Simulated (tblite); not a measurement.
Q: Write Cartesian coordinates for `CS[SiH2][SiH2][SiH2]C#N` as optimised with GFN2-xTB.

A: 
```xyz
16
C2H9NSSi3 angstrom
C      3.145    0.836    0.518
S      1.594    0.190    1.200
Si     0.837   -0.886   -0.507
Si    -1.306   -1.500    0.105
Si    -2.704    0.296    0.592
C     -2.570    1.452   -0.871
N     -2.451    2.130   -1.787
H      3.623    1.407    1.307
H      2.927    1.480   -0.329
H      3.783    0.012    0.215
H      1.831   -1.926   -0.792
H      0.910    0.061   -1.622
H     -1.867   -2.291   -1.001
H     -1.306   -2.414    1.256
H     -2.306    1.123    1.734
H     -4.146    0.037    0.688
```

Any rigid rotation of these coordinates is as good. Atoms count from 1 in this order. Si5 (SiH2 silicon) is distorted tetrahedral (angles from 103.3° to 117.8°). Si3 (SiH2 silicon) is distorted tetrahedral (angles from 104.4° to 119.4°). Si4 (SiH2 silicon) is distorted tetrahedral (angles from 104.7° to 114.0°).

Bonds between heavy atoms (Å): C1–S2 1.814, S2–Si3 2.155, Si3–Si4 2.311, Si4–Si5 2.327, Si5–C6 1.869, C6≡N7 1.146.

The geometry is computed with GFN2-xTB (gas phase).

Point group: C1 (no symmetry element, even within 0.4 Å). Its lowest GFN2-xTB frequency is 3 cm⁻¹, too small to tell a flat minimum from a shallow saddle. The numbers are those of one conformer (C1–S2–Si3–Si4 -172°, S2–Si3–Si4–Si5 60°, Si3–Si4–Si5–C6 51°). 3 starts were optimised and ended at 0.00, 0.26 and 0.28 kcal/mol (GFN2-xTB); the lowest of these is shown.
